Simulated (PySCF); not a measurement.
## Atomic charges against the basis set

Species: 3-chlorophenol, C6H5ClO.
Geometry (PBE0-D3(BJ)/def2-SVP, Å), atoms numbered from 1 in this order:
```
atom  x, y, z in Å
O1     2.3176   -0.6186   -0.0299
C2     0.9856   -0.4164   -0.0252
C3     0.5237    0.9047   -0.0060
C4    -0.8431    1.1551   -0.0004
C5    -1.7714    0.1135   -0.0137
C6    -1.2945   -1.1942   -0.0328
Cl7   -2.4177   -2.5143   -0.0498
C8     0.0709   -1.4738   -0.0389
H9     2.5012   -1.5639   -0.0438
H10    1.2539    1.7152    0.0044
H11   -1.1989    2.1879    0.0148
H12   -2.8446    0.3045   -0.0093
H13    0.4118   -2.5118   -0.0543
```

PBE0 throughout (PySCF), one geometry, spherical d and f functions. Isolated species at its PBE0-D3(BJ)/def2-SVP geometry (one conformer only). The first 7 of 13 kinds of atom are listed.

Mulliken charges (e):

| basis | functions | O1 | C2 | C3 | C4 | C5 | C6 | Cl7 |
| --- | --- | --- | --- | --- | --- | --- | --- | --- |
| STO-3G | 49 | -0.244 | +0.102 | -0.102 | -0.076 | -0.094 | +0.019 | -0.110 |
| pcSseg-0 | 86 | -0.641 | +0.190 | -0.176 | -0.253 | -0.150 | -0.328 | +0.093 |
| 6-31G | 86 | -0.630 | +0.252 | -0.138 | -0.179 | -0.118 | -0.359 | +0.148 |
| 6-31G* | 126 | -0.657 | +0.375 | -0.205 | -0.170 | -0.169 | -0.119 | +0.009 |
| cc-pVDZ | 141 | -0.182 | +0.067 | +0.004 | +0.013 | +0.076 | -0.176 | -0.076 |
| def2-SVP | 141 | -0.207 | +0.136 | -0.036 | -0.028 | +0.011 | -0.007 | -0.100 |
| pcSseg-1 | 168 | -0.369 | +0.180 | -0.094 | -0.083 | +0.035 | -0.245 | -0.086 |
| aug-cc-pVDZ | 233 | -0.696 | +0.862 | +0.469 | +0.877 | +0.425 | +0.025 | -0.324 |
| 6-311+G(2d,p) | 254 | -0.409 | -0.072 | +0.105 | -0.229 | -0.747 | +1.067 | +0.019 |
| def2-TZVP | 284 | -0.378 | +0.269 | -0.201 | -0.088 | -0.199 | +0.139 | -0.110 |
| cc-pVTZ | 314 | -0.262 | +0.208 | -0.146 | -0.102 | -0.132 | +0.046 | -0.118 |

IAO charges (e):

```tsv
basis	functions	O1	C2	C3	C4	C5	C6	Cl7
STO-3G	49	-0.266	+0.115	-0.167	-0.126	-0.161	-0.041	-0.018
pcSseg-0	86	-0.427	+0.193	-0.186	-0.133	-0.180	-0.014	-0.029
6-31G	86	-0.452	+0.200	-0.185	-0.133	-0.181	0.000	-0.043
6-31G*	126	-0.460	+0.228	-0.190	-0.126	-0.181	+0.005	-0.040
cc-pVDZ	141	-0.458	+0.229	-0.196	-0.128	-0.188	+0.010	-0.037
def2-SVP	141	-0.454	+0.225	-0.193	-0.126	-0.186	+0.009	-0.029
pcSseg-1	168	-0.464	+0.226	-0.194	-0.130	-0.188	+0.004	-0.034
aug-cc-pVDZ	233	-0.481	+0.231	-0.199	-0.132	-0.191	+0.012	-0.039
6-311+G(2d,p)	254	-0.481	+0.231	-0.197	-0.132	-0.190	+0.007	-0.034
def2-TZVP	284	-0.479	+0.233	-0.199	-0.131	-0.190	+0.007	-0.032
cc-pVTZ	314	-0.477	+0.234	-0.199	-0.131	-0.190	+0.009	-0.035
```

Hirshfeld charges (e):

```csv
basis,functions,O1,C2,C3,C4,C5,C6,Cl7
STO-3G,49,-0.118,+0.078,-0.049,-0.017,-0.045,+0.075,-0.142
pcSseg-0,86,-0.179,+0.082,-0.065,-0.034,-0.072,+0.015,-0.034
6-31G,86,-0.189,+0.080,-0.063,-0.035,-0.068,+0.018,-0.057
6-31G*,126,-0.181,+0.079,-0.066,-0.037,-0.068,+0.024,-0.065
cc-pVDZ,141,-0.165,+0.077,-0.071,-0.037,-0.072,+0.018,-0.042
def2-SVP,141,-0.173,+0.082,-0.072,-0.038,-0.076,+0.019,-0.028
pcSseg-1,168,-0.177,+0.081,-0.071,-0.039,-0.075,+0.016,-0.035
aug-cc-pVDZ,233,-0.178,+0.076,-0.072,-0.043,-0.079,+0.009,-0.024
"6-311+G(2d,p)",254,-0.179,+0.073,-0.071,-0.042,-0.077,+0.004,-0.025
def2-TZVP,284,-0.180,+0.076,-0.071,-0.041,-0.076,+0.012,-0.030
cc-pVTZ,314,-0.176,+0.078,-0.071,-0.041,-0.075,+0.014,-0.035
```

**Question.** Which scheme is steadiest as the basis changes?

**Answer.** Largest range over the bases for any column: Hirshfeld 0.12 e, IAO 0.22 e, Mulliken 1.43 e. Hirshfeld charges move least and Mulliken charges most, counted in e. Without the minimal STO-3G basis the ranges are Hirshfeld 0.04, IAO 0.05, Mulliken 1.43 e.

**Question.** How much do the charges still move between the two largest bases, def2-TZVP and cc-pVTZ?

**Answer.** At most, over all atoms: Mulliken 0.116 e, IAO 0.003 e, Hirshfeld 0.005 e.

**Question.** What do the same runs give for the total energy, the frontier levels and the dipole moment?

**Answer.** 
| basis | energy (Eh) | HOMO (eV) | LUMO (eV) | μ (D) |
| --- | --- | --- | --- | --- |
| STO-3G | -757.7312 | -4.52 | 2.35 | 1.84 |
| pcSseg-0 | -765.3390 | -6.91 | -0.58 | 0.97 |
| 6-31G | -766.4430 | -6.63 | -0.24 | 0.94 |
| 6-31G* | -766.5389 | -6.51 | -0.21 | 1.13 |
| cc-pVDZ | -766.5961 | -6.60 | -0.38 | 1.20 |
| def2-SVP | -766.2025 | -6.66 | -0.43 | 1.05 |
| pcSseg-1 | -766.5108 | -6.81 | -0.62 | 1.04 |
| aug-cc-pVDZ | -766.6166 | -6.77 | -0.68 | 1.03 |
| 6-311+G(2d,p) | -766.6673 | -6.77 | -0.69 | 1.00 |
| def2-TZVP | -766.6948 | -6.74 | -0.60 | 1.03 |
| cc-pVTZ | -766.6931 | -6.71 | -0.55 | 1.10 |

The dipole is fixed by the density alone, so its range of 0.90 D shows that the density itself changes with the basis, not only its division among atoms.
